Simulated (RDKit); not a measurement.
A run for RDKit: MMFF94 on CH4O (SMILES CO), a point of a torsion scan.

```python
from rdkit import Chem
from rdkit.Chem import AllChem, rdDetermineBonds

blocks = [
'''6

C    -0.38176512   -0.03869081   -0.00226075
O     0.90679551   -0.44484686   -0.39525151
H    -0.50630711   -0.10102192    1.08505041
H    -1.16526666   -0.62437630   -0.49132210
H    -0.48266493    1.00375445   -0.30138457
H     0.96730882   -1.40367821   -0.33640541
''',
]
mol = None
for b in blocks:
    f = Chem.MolFromXYZBlock(b)
    rdDetermineBonds.DetermineBonds(f, charge=0)
    mol = f if mol is None else Chem.CombineMols(mol, f)
Chem.SanitizeMol(mol)
print(Chem.MolToSmiles(Chem.RemoveHs(mol)))
ff = AllChem.MMFFGetMoleculeForceField(mol, AllChem.MMFFGetMoleculeProperties(mol), nonBondedThresh=100.0, ignoreInterfragInteractions=False)
e = ff.CalcEnergy()
print(f'MMFF94 energy {e:.6f} kcal/mol')
```

The log:

```
CO
MMFF94 energy 1.225824 kcal/mol
```

The run finished.

Cost: very roughly 0.020 core-seconds.
